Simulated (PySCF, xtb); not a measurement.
Ga(Cl)(SH)2 (ClGaH₂S₂), SMILES [Ga]([SH])([SH])[Cl]. One conformer was computed; it need not be the lowest.

Harmonic wavenumbers (cm⁻¹) from GFN2-xTB in xtb at its own minimum, in rising order: 91, 99, 107, 134, 168, 304, 376, 395, 599, 623, 2364, 2373.

What does PySCF with PBE0-D3(BJ)/def2-SVP give at its own minimum? (Estimate from the structure and the level; the computed values follow.)

112, 115, 131, 194, 262, 357, 448, 452, 692, 727, 2714, 2717. Paired by order, the mean absolute difference is 107 cm⁻¹ and the zero-point energies are 10.9 and 12.8 kcal/mol.
